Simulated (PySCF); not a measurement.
## Variants of one PySCF input: SiAs

Base input, run as `OMP_NUM_THREADS=1 python input.py` with PySCF 2.14:

```python
from pyscf import gto, scf, mp

mol = gto.M(
    atom='Si 0 0 0; As 0 0 2.061',
    basis='pcseg-1',
    charge=0,
    spin=1,
    symmetry=True,
    verbose=3,
)
mf = scf.UHF(mol)
mf = mf.density_fit(auxbasis='def2-universal-jkfit')
mf.kernel()
mp.MP2(mf).kernel()
mf.dip_moment()
print('orbital energies (hartree):', [e[max(0, n-3):n+3].round(4) for e, n in zip(mf.mo_energy, mol.nelec)])
```

Base result: E(SCF) = -2522.741862 Eh, E(MP2) − E(SCF) = -0.20035 Eh, ⟨S²⟩ = 0.780, μz(SCF) = -1.54 D. The bond length is a typed value, not an optimised one. No search for the lowest solution was made.

It ran on Arm Neoverse V2 (1 thread, shared host) in 1.1 s, peak memory 0.11 GiB.

Each row names what differs from the base; energies in brackets are changes from the base.

| change | result |
| --- | --- |
| basis set: pcseg-1 → cc-pvdz | E(SCF) = -2523.028727 Eh (-7.8060 eV), E(MP2) − E(SCF) = -0.21264 Eh, ⟨S²⟩ = 0.782, μz(SCF) = -1.44 D |
| basis set: pcseg-1 → def2-svp | E(SCF) = -2522.684472 Eh (+1.5617 eV), E(MP2) − E(SCF) = -0.35013 Eh, ⟨S²⟩ = 0.783, μz(SCF) = -1.41 D |
| Cartesian functions: off → on | E(SCF) = -2522.765026 Eh (-0.6303 eV), E(MP2) − E(SCF) = -0.20993 Eh, ⟨S²⟩ = 0.780, μz(SCF) = -1.51 D |
| damping: none → 0.5 | E(SCF) = -2522.741862 Eh (+0.0000 eV), E(MP2) − E(SCF) = -0.20035 Eh, ⟨S²⟩ = 0.780, μz(SCF) = -1.54 D |
| spin (2S): 1 → 2 [unsound on purpose] | stops with RuntimeError (Electron number 47 and spin 2 are not consistent) |
| functional: none (Hartree–Fock) → 0.5*hf+0.5*b88,lyp; SCF type: UHF → UKS; step after the SCF: mp2 → analyze | E(SCF) = -2524.993363 Eh, ⟨S²⟩ = 0.760, μz(SCF) = -1.20 D |
| SCF type: UHF → ROHF | E(SCF) = -2522.734972 Eh (+0.1875 eV), E(MP2) − E(SCF) = -0.20774 Eh, μz(SCF) = -1.55 D |
| length unit: angstrom → bohr [unsound on purpose] | E(SCF) = -2520.563071 Eh (+59.2879 eV), E(MP2) − E(SCF) = -0.16612 Eh, ⟨S²⟩ = 0.761, μz(SCF) = -0.06 D |
| basis set: pcseg-1 → sbkjc; core potential: off → on | E(SCF) = -9.688793 Eh, E(MP2) − E(SCF) = -0.09896 Eh, ⟨S²⟩ = 0.774, μz(SCF) = -1.54 D |
| basis set: pcseg-1 → cc-pvdz-dk; spin-free X2C: off → on | E(SCF) = -2548.393254 Eh, E(MP2) − E(SCF) = -0.21513 Eh, ⟨S²⟩ = 0.783, μz(SCF) = -1.39 D |
| charge: 0 → 2 | the SCF does not converge, then it stops with NotImplementedError after the SCF |
| geometry: bond 2.061 → bond 2.123 | E(SCF) = -2522.740353 Eh (+0.0410 eV), E(MP2) − E(SCF) = -0.20245 Eh, ⟨S²⟩ = 0.782, μz(SCF) = -1.58 D |
| step after the SCF: mp2 → nevpt2; SCF type: UHF → ROHF; active space: default → 1 electrons in 2 orbitals | stops with PointGroupSymmetryError (Incomplete 2D-irrep orbitals for cylindrical symmetry.) after the SCF |
| cycle limit: 50 → 5 | the SCF does not converge, then it stops with NotImplementedError after the SCF |
| spin (2S): 1 → 5 [a high spin state] | E(SCF) = -2522.656276 Eh (+2.3289 eV), E(MP2) − E(SCF) = -0.12318 Eh, ⟨S²⟩ = 8.760, μz(SCF) = -0.19 D |
| geometry: bond 2.061 → bond 6.183 [spin-contaminated] | E(SCF) = -2522.726988 Eh (+0.4047 eV), E(MP2) − E(SCF) = -0.11419 Eh, ⟨S²⟩ = 2.756, μz(SCF) = 0.04 D |
| geometry: bond 2.061 → bond 0.5 [unsound on purpose] | the SCF does not converge, then it stops with NotImplementedError after the SCF |
| geometry: bond 2.061 → bond 2.308 | E(SCF) = -2522.721361 Eh (+0.5578 eV), E(MP2) − E(SCF) = -0.20917 Eh, ⟨S²⟩ = 0.784, μz(SCF) = -1.82 D |
| spin (2S): 1 → 49 [unsound on purpose] | stops with AssertionError |

**Question.** Order these changes by how far they move the SCF energy from the base, largest first: (1) Cartesian functions: off → on; (2) SCF type: UHF → ROHF; (3) geometry: bond 2.061 → bond 2.308; (4) geometry: bond 2.061 → bond 6.183.

**Answer.** (1) -0.6303 eV, (3) +0.5578 eV, (4) +0.4047 eV, (2) +0.1875 eV.
